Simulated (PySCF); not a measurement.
# What a mistake does to a calculation on BF2H2Si cation

Calculated results; nothing here was measured. They come from PySCF 2.14.0, an open-source quantum chemistry program, on an isolated molecule that a program drew, which may never have been made. The molecule is BF2H2Si cation (charge +1, singlet), drawn as the SMILES string `FB[SiH+]F`.

Each row is a Hartree-Fock (HF) and frozen-core CCSD(T) single point in the cc-pV(D+d)Z basis, meant for a local HF minimum. Run 1 is clean. Each other run has one planted mistake out of seven kinds, and not every kind appears here: one electron removed, one electron added, multiplicity raised by two, geometry at a saddle point, minimal basis STO-3G, one bond length entered in bohr, all coordinates scaled. The reference is restricted for singlets and unrestricted otherwise, and also for a bond in bohr. Adding or removing an electron swaps singlet and doublet. Electrons count all cores. HOMO and LUMO are orbital energies over both spins, the gradient is its largest component, and the lowest frequency (negative if imaginary) is given only where the gradient is small. Bond lengths are over the 5 bonds as drawn. T1 is the CCSD diagnostic: over 0.02 (restricted) or 0.045 (unrestricted) a single reference is doubtful.

Geometry of the clean run:
```xyz
6
BF2H2Si cation, angstrom
F    -1.8515    2.4028    0.5676
B    -0.8952    1.9163   -0.1533
Si    0.8508    1.5127    0.9533
F     2.0543    0.8997    0.1671
H    -0.9260    1.6949   -1.3153
H     1.1611    1.7044    2.3683
```

```
run  electrons  basis functions  <S^2>  HOMO (eV)  LUMO (eV)  gradient (hartree/bohr)  lowest frequency (cm^-1)  mean bond (Å)  longest bond (Å)      T1  HF (hartree)  CCSD(T) (hartree)                          mistake
  1         38               75  0.000     -18.39      -6.51                  1.2e-05                        36         1.5212             2.106  0.0180    -513.44475         -514.00963                         no fault
  2         39               75  0.770      -7.71       1.14                  6.1e-02                         -         1.5212             2.106  0.0175    -513.70529         -514.27896               one electron added
  3         38               75  0.000     -18.43      -6.45                  3.2e-02                         -         1.4817             2.051  0.0171    -513.44020         -514.00157           all coordinates scaled
  4         38               75  0.709     -15.97      -6.69                  2.3e-02                         -         1.7318             2.236  0.0579    -513.31717         -513.88340  one bond length entered in bohr
  5         38               75  2.011     -15.11      -9.13                  4.8e-02                         -         1.5212             2.106  0.0252    -513.32570         -513.88983       multiplicity raised by two
  6         37               75  0.787     -27.49     -16.59                  1.1e-01                         -         1.5212             2.106  0.0274    -512.80217         -513.36355                                ?
```

**Which mistake was planted in run 6, and what did it cost?**

It counts 37 electrons, one fewer than the clean run, at the same geometry and basis. So the mistake is: one electron removed. Subtracting run 1 and multiplying by 627.51 kcal/mol a hartree, the energy moved by 403.2 kcal/mol in HF and 405.4 kcal/mol in CCSD(T).

Cautions from the logs. Run 4: T1 is over the limit, so its CCSD(T) energy is less reliable.
